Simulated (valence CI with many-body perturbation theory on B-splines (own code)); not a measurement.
Cs XXV: electric-dipole lines

Level of theory: configuration interaction combined with many-body perturbation theory (CI+MBPT): three valence electrons over a frozen Dirac-Fock core [Ar] 3d10, radial functions for each j: 11 s, 11 p, 9 d, 7 f, 5 g, 2 h, 1 i, with the one-electron correlation potential Σ1 (screened to all orders), the two-electron term Σ2, the three-electron term Σ3, Breit, model QED; selected single and double excitations, second order for the rest (own B-spline code, finite nucleus).

No measured spectrum was set against this ion. As an estimate, levels hold to about 250 cm⁻¹ or 0.2 % of their energy and the worst to 1 %, as in measured heavy ions of charge 2 to 7; those with d or f electrons hold less well.

Lines 151 to 200 of 271 in falling wavelength, among levels below 2141200 cm⁻¹, chosen from the strongest by gf and those to the six lowest levels. Wavelengths and rates use the calculated energies, so an error of 2000 cm⁻¹ moves a line at 12.61 nm by 0.25 % and its rate by three times that or more. Electric multipoles are in the length gauge, E1 and E2 with the static RPA response of the core. Weak lines are less certain than strong ones. Lines between different terms over intervals too small for the method are left out, as are lines whose strength nearly cancels. Where a level lies close to another of its J and parity, the split of strength between their lines is uncertain. The highest levels of a list are the least certain.

Levels are named by their leading jj configuration (3d3/2^4 stands for four electrons in 3d with j = 3/2), which in mixed levels can hold well under half, so a name can repeat and another be missing. Letters in brackets count levels of one name in rising energy.

| λ vac (nm) | Upper | Lower | A (s⁻¹) | log gf | Branch % |
| --- | --- | --- | --- | --- | --- |
| 12.61 | (4s 4p3/2 4d5/2) J=3/2 [c] | (4s 4p3/2^2) J=3/2 | 3.18e+10 | -0.52 | 9.5 |
| 12.55 | (4s^2 4d5/2) J=5/2 | (4s^2 4p3/2) J=3/2 | 1.91e+11 | 0.43 | 100.0 |
| 12.50 | (4s 4p3/2 4d5/2) J=3/2 [c] | (4s 4p3/2^2) J=1/2 | 1.98e+11 | 0.27 | 59.2 |
| 12.49 | (4s 4p3/2 4d5/2) J=5/2 [b] | (4s 4p3/2^2) J=3/2 | 2.84e+11 | 0.60 | 76.7 |
| 12.48 | (4s 4p1/2 4d5/2) J=5/2 [a] | (4s 4p1/2 4p3/2) J=3/2 [a] | 1.16e+11 | 0.21 | 75.7 |
| 12.46 | (4s 4p1/2 4f5/2) J=5/2 [b] | (4s 4p1/2 4d3/2) J=3/2 [b] | 4.23e+10 | -0.23 | 26.0 |
| 12.45 | (4p3/2^3) J=3/2 | (4s 4p1/2 4p3/2) J=5/2 | 4.44e+07 | -3.39 | 0.0 |
| 12.44 | (4s 4p3/2^2) J=1/2 | (4s^2 4p1/2) J=1/2 | 4.15e+09 | -1.72 | 4.7 |
| 12.41 | (4s 4p1/2 4d3/2) J=3/2 [b] | (4s 4p1/2 4p3/2) J=3/2 [a] | 2.03e+10 | -0.73 | 8.9 |
| 12.38 | (4p1/2 4p3/2 4d5/2) J=5/2 [c] | (4p1/2 4p3/2^2) J=5/2 | 2.32e+10 | -0.49 | 8.7 |
| 12.37 | (4s^2 4f5/2) J=5/2 | (4s^2 4d5/2) J=5/2 | 2.29e+10 | -0.50 | 7.6 |
| 12.35 | (4s 4p1/2 4d3/2) J=1/2 | (4s 4p1/2 4p3/2) J=3/2 [a] | 4.93e+09 | -1.65 | 1.7 |
| 12.34 | (4s^2 4f7/2) J=7/2 | (4s^2 4d5/2) J=5/2 | 2.60e+11 | 0.68 | 98.5 |
| 12.33 | (4s 4p1/2 4f7/2) J=9/2 | (4s 4p1/2 4d5/2) J=7/2 | 9.27e+10 | 0.33 | 76.8 |
| 12.33 | (4s 4p3/2^2) J=3/2 | (4s^2 4p1/2) J=1/2 | 3.48e+10 | -0.50 | 21.4 |
| 12.29 | (4p1/2 4p3/2 4d5/2) J=5/2 [c] | (4p1/2 4p3/2^2) J=3/2 | 9.84e+10 | 0.13 | 36.7 |
| 12.14 | (4s 4p3/2 4d5/2) J=7/2 [b] | (4s 4p3/2^2) J=5/2 | 5.45e+10 | -0.02 | 50.9 |
| 12.13 | (4s 4p3/2 4d3/2) J=1/2 [a] | (4s 4p1/2 4p3/2) J=3/2 [b] | 2.74e+09 | -1.92 | 1.4 |
| 12.11 | (4s 4p3/2 4d3/2) J=5/2 [a] | (4s 4p1/2 4p3/2) J=3/2 [b] | 2.10e+08 | -2.56 | 0.1 |
| 12.11 | (4s 4p1/2 4d5/2) J=5/2 [b] | (4s 4p1/2 4p3/2) J=5/2 | 2.35e+08 | -2.51 | 0.2 |
| 12.07 | (4s 4p1/2 4d3/2) J=3/2 [a] | (4s 4p1/2^2) J=1/2 | 1.12e+09 | -2.01 | 7.3 |
| 12.06 | (4s 4p3/2 4d3/2) J=3/2 | (4s 4p1/2 4p3/2) J=3/2 [b] | 1.82e+09 | -1.80 | 0.8 |
| 12.04 | (4p1/2 4p3/2^2) J=1/2 | (4s 4p1/2^2) J=1/2 | 5.65e+08 | -2.61 | 0.6 |
| 11.96 | (4s^2 4f5/2) J=5/2 | (4s^2 4d3/2) J=3/2 | 2.69e+11 | 0.54 | 89.7 |
| 11.92 | (4s 4p1/2 4f7/2) J=7/2 | (4s 4p1/2 4d3/2) J=5/2 | 9.45e+10 | 0.21 | 62.4 |
| 11.91 | (4p3/2^3) J=3/2 | (4s 4p1/2 4p3/2) J=3/2 [a] | 1.68e+10 | -0.84 | 15.2 |
| 11.87 | (4s 4p3/2 4d5/2) J=7/2 [c] | (4s 4p3/2^2) J=5/2 | 1.75e+11 | 0.47 | 73.8 |
| 11.83 | (4s 4p1/2 4d5/2) J=3/2 | (4s 4p1/2 4p3/2) J=5/2 | 2.03e+09 | -1.77 | 0.9 |
| 11.70 | (4s 4p3/2 4d5/2) J=3/2 [a] | (4s 4p1/2 4p3/2) J=1/2 | 1.64e+11 | 0.13 | 61.5 |
| 11.66 | (4s 4p1/2 4f5/2) J=5/2 [a] | (4s 4p1/2 4d3/2) J=3/2 [a] | 1.63e+11 | 0.30 | 92.3 |
| 11.65 | (4s 4p1/2 4f5/2) J=5/2 [b] | (4s 4p1/2 4d3/2) J=5/2 | 7.48e+10 | -0.04 | 46.0 |
| 11.59 | (4s 4p1/2 4d5/2) J=5/2 [b] | (4s 4p1/2 4p3/2) J=3/2 [a] | 5.00e+09 | -1.22 | 4.4 |
| 11.59 | (4s 4p3/2 4d5/2) J=5/2 [a] | (4s 4p1/2 4p3/2) J=3/2 [b] | 4.09e+06 | -4.31 | 0.0 |
| 11.45 | (4p1/2 4p3/2 4d5/2) J=3/2 [a] | (4p1/2^2 4p3/2) J=3/2 | 3.98e+10 | -0.50 | 27.3 |
| 11.42 | (4p1/2 4p3/2 4d5/2) J=5/2 [a] | (4p1/2^2 4p3/2) J=3/2 | 3.84e+10 | -0.35 | 27.6 |
| 11.42 | (4s 4p1/2 4f5/2) J=3/2 | (4s 4p1/2 4d3/2) J=3/2 [a] | 8.75e+10 | -0.16 | 60.3 |
| 11.34 | (4s 4p1/2 4d5/2) J=3/2 | (4s 4p1/2 4p3/2) J=3/2 [a] | 1.14e+10 | -1.06 | 5.0 |
| 11.30 | (4s 4p3/2 4d5/2) J=3/2 [a] | (4s 4p1/2 4p3/2) J=3/2 [b] | 3.55e+10 | -0.57 | 13.3 |
| 11.30 | (4s 4p3/2 4d3/2) J=5/2 [a] | (4s 4p1/2 4p3/2) J=5/2 | 1.45e+11 | 0.22 | 58.7 |
| 11.26 | (4p3/2^2 4d3/2) J=1/2 | (4p1/2 4p3/2^2) J=3/2 | 1.35e+11 | -0.29 | 65.6 |
| 11.25 | (4s 4p3/2 4d3/2) J=3/2 | (4s 4p1/2 4p3/2) J=5/2 | 5.01e+10 | -0.42 | 22.9 |
| 11.25 | (4s 4p3/2 4d5/2) J=7/2 [a] | (4s 4p1/2 4p3/2) J=5/2 | 2.06e+11 | 0.49 | 91.3 |
| 11.22 | (4p3/2^2 4d3/2) J=3/2 | (4p1/2 4p3/2^2) J=5/2 | 3.76e+10 | -0.55 | 12.2 |
| 11.19 | (4p3/2^2 4d3/2) J=5/2 | (4p1/2 4p3/2^2) J=5/2 | 1.20e+11 | 0.13 | 39.3 |
| 11.15 | (4p3/2^2 4d3/2) J=3/2 | (4p1/2 4p3/2^2) J=3/2 | 1.88e+11 | 0.15 | 60.7 |
| 11.11 | (4p3/2^2 4d3/2) J=5/2 | (4p1/2 4p3/2^2) J=3/2 | 1.19e+11 | 0.12 | 39.0 |
| 11.08 | (4p1/2 4p3/2 4d5/2) J=5/2 [b] | (4p1/2^2 4p3/2) J=3/2 | 1.65e+11 | 0.26 | 53.6 |
| 11.03 | (4p1/2 4p3/2 4d3/2) J=3/2 [b] | (4p1/2^2 4p3/2) J=3/2 | 2.15e+11 | 0.20 | 66.4 |
| 11.03 | (4p3/2^2 4d3/2) J=7/2 | (4p1/2 4p3/2^2) J=5/2 | 2.28e+11 | 0.52 | 86.1 |
| 10.98 | (4p1/2 4p3/2 4d3/2) J=1/2 [b] | (4p1/2^2 4p3/2) J=3/2 | 2.30e+11 | -0.08 | 73.3 |

**Question.** How does gf follow from A for the line at 10.98 nm?

**Answer.** gf = 1.4992 × (2J+1)_upper × A / σ², with σ = 910693 cm⁻¹ and 2J+1 = 2: gf = 0.832.
